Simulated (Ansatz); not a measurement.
## Molecular dynamics of AlClFHO

The input (input.yaml):

```yaml
crystal:
  periodic: [false, false, false]
  atoms:
    - { symbol: Al, position_ang: [-0.054321, -0.087014, -0.042829] }
    - { symbol: Cl, position_ang: [0.098693, -0.055225, 2.054164] }
    - { symbol: O, position_ang: [1.261627, -0.4233, -1.077623] }
    - { symbol: H, position_ang: [2.14963, -0.6182, -0.738107] }
    - { symbol: F, position_ang: [-1.53623, 0.231839, -0.745507] }
basis:
  gaussian: { orbitals: def2-SVP }
hamiltonian:
  xc: revpbe
  dispersion: d4
md:
  timestep: 2.5
  n_steps: 40
  ensemble: nve
  temperature: 1000.0
  initial_velocities: maxwell_boltzmann
  seed: 344861
```

Command:

```bash
$ ansatz run input.yaml --threads 1 --pin off --max-ram 2048MiB --backend cpu --events-out ev --progress --plain --runs-dir out
```

It starts from a relaxed structure.

Output, in part (step lines, the closing report, with atoms numbered from 0):

```
md step     0: t =     0.00 fs  T =  1000.0 K  F+E_penalty+E_count = -23889.99986586 eV  E_kin = 0.387780 eV  conserved = -23889.61208586 eV  (25 SCF iters)
[... lines left out ...]
Total energy: -23878.93311069 eV, -877.5346060956 hartree
Atom 0 at    -0.320907    -1.252782    -0.084740 Å, force    -2.491658     1.234713     2.258823 eV/Å
Atom 1 at     0.157855    -0.030285     1.926167 Å, force     0.067159    -1.479224    -1.503521 eV/Å
Atom 2 at    -1.043319    -3.574036     0.345281 Å, force     1.144508     3.251271    -0.862686 eV/Å
Atom 3 at    36.275468    78.644688   -18.203014 Å, force    -0.000002    -0.000004    -0.000000 eV/Å
Atom 4 at    -1.137586     0.288776    -0.718774 Å, force     1.279993    -3.006756     0.107384 eV/Å
Dipole moment:     2.176273     3.814042    -1.359054 e Å
```

The steps, from the saved trajectory:

| time (fs) | T (K) | potential energy less start (eV) | conserved less start (meV/atom) |
| --- | --- | --- | --- |
| 0.0 | 1000 | 0.000 | 0.00 |
| 2.5 | 785 | 0.158 | 14.87 |
| 5.0 | 781 | 0.089 | 0.80 |
| 7.5 | 627 | 0.175 | 6.06 |
| 10.0 | 378 | 0.360 | 23.77 |
| 12.5 | 510 | 0.223 | 6.71 |
| 15.0 | 607 | 0.486 | 66.66 |
| 17.5 | 737 | 0.951 | 169.78 |
| 20.0 | 970 | 0.846 | 166.98 |
| 22.5 | 425 | 0.831 | 121.59 |
| 25.0 | 1053 | 0.984 | 200.84 |
| 27.5 | 613 | 1.169 | 203.85 |
| 30.0 | 992 | 0.386 | 76.54 |
| 32.5 | 2060 | 1.050 | 292.25 |
| 35.0 | 5813 | 2.861 | 945.51 |
| 37.5 | 1387 | 4.466 | 923.31 |
| 40.0 | 417 | 4.812 | 917.29 |
| 42.5 | 1486 | 4.419 | 921.38 |
| 45.0 | 5596 | 2.924 | 941.29 |
| 47.5 | 4926 | 0.576 | 419.70 |
| 50.0 | 97581 | 9.369 | 9364.17 |
| 52.5 | 439009 | 7.265 | 35423.32 |
| 55.0 | 438862 | 7.314 | 35421.65 |
| 57.5 | 438624 | 7.404 | 35421.10 |
| 60.0 | 438202 | 7.565 | 35420.62 |
| 62.5 | 437545 | 7.820 | 35420.66 |
| 65.0 | 436677 | 8.159 | 35421.13 |
| 67.5 | 435682 | 8.547 | 35421.72 |
| 70.0 | 434658 | 8.947 | 35422.19 |
| 72.5 | 433677 | 9.329 | 35422.44 |
| 75.0 | 432779 | 9.677 | 35422.49 |
| 77.5 | 431973 | 9.990 | 35422.46 |
| 80.0 | 431254 | 10.268 | 35422.44 |
| 82.5 | 430619 | 10.514 | 35422.44 |
| 85.0 | 430071 | 10.727 | 35422.49 |
| 87.5 | 429622 | 10.902 | 35422.53 |
| 90.0 | 429283 | 11.033 | 35422.58 |
| 92.5 | 429065 | 11.118 | 35422.60 |
| 95.0 | 428976 | 11.153 | 35422.61 |
| 97.5 | 429019 | 11.136 | 35422.60 |
| 100.0 | 429197 | 11.067 | 35422.60 |

All steps were run. The conserved energy changed by up to 35000 meV per atom, so the integration failed: the time step of 2.5 fs is too long for the fastest motions that this run met, and the later frames carry no physical meaning.

Parted: Al1–O3 1.71 → 2.47 Å, O3–H4 0.97 → 92.18 Å. It ends as AlClF + H + O. Pairs count as bonded within 1.25 times the sum of covalent radii (0.12 Å more for H–H).

Last frame:

```xyz
5
Properties=species:S:1:pos:R:3
Al -0.321 -1.253 -0.085
Cl 0.158 -0.030 1.926
O -1.043 -3.574 0.345
H 36.276 78.645 -18.203
F -1.138 0.289 -0.719
```

Time of the run: 65 s on 1 thread of AMD EPYC 7B13 (Zen 3), on a shared host, peak memory 0.12 GiB.
